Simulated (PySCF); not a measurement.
C₃H₃BrF₂. Atoms are numbered in the order given.

```xyz
9

F     -2.1992     0.2030     1.3852
C     -1.2020    -0.4380     0.7491
C     -1.2020    -0.4380    -0.7491
F     -2.1992     0.2030    -1.3852
C     -0.2187     0.4026     0.0000
Br     1.6420     0.0108     0.0000
H     -0.8534    -1.3339     1.2746
H     -0.8534    -1.3339    -1.2746
H     -0.4414     1.4737     0.0000
```
Charge 0, spin multiplicity 1.

Geometry: PBE0-D3(BJ)/def2-SVP. The structure was generated by enumeration; whether it is a known compound was not checked.

These are TDDFT-B3LYP/def2-SVPD (PySCF) values and carry that method's errors.

Vertical excitations. Gas-phase values at a fixed geometry. State labels are in the subgroup Cs.

| state | symmetry | energy (eV) | λ (nm) | f | main pairs |
|---|---|---|---|---|---|
| S1 | A" | 5.61 | 221 | 0.000 | HOMO→LUMO 99 % |
| S2 | A' | 5.82 | 213 | 0.012 | HOMO−1→LUMO 99 % |
| S3 | A' | 6.91 | 179 | 0.041 | HOMO−2→LUMO 93 % |
| S4 | A" | 7.29 | 170 | 0.004 | HOMO→LUMO+1 57 %, HOMO−3→LUMO 22 %, HOMO→LUMO+2 18 % |
| S5 | A" | 7.46 | 166 | 0.067 | HOMO→LUMO+2 64 %, HOMO→LUMO+1 32 % |
| S6 | A" | 7.56 | 164 | 0.001 | HOMO−3→LUMO 71 %, HOMO→LUMO+2 16 % |
| S7 | A' | 7.62 | 163 | 0.014 | HOMO−1→LUMO+1 78 %, HOMO−1→LUMO+2 15 % |
| S8 | A' | 7.68 | 161 | 0.054 | HOMO−1→LUMO+2 82 %, HOMO−1→LUMO+1 16 % |
| S9 | A" | 7.88 | 157 | 0.000 | HOMO→LUMO+3 95 % |
| S10 | A' | 8.07 | 154 | 0.005 | HOMO−1→LUMO+3 72 %, HOMO→LUMO+4 24 % |
| T1 | A" | 5.02 | 247 | 0 | HOMO→LUMO 97 % |
| T2 | A' | 5.30 | 234 | 0 | HOMO−1→LUMO 95 % |
| T3 | A' | 6.34 | 196 | 0 | HOMO−2→LUMO 90 % |
| T4 | A" | 6.91 | 179 | 0 | HOMO−3→LUMO 75 %, HOMO→LUMO+1 13 % |
Triplets are in the Tamm–Dancoff approximation, which puts them higher than full response would, so one can lie above its singlet here.
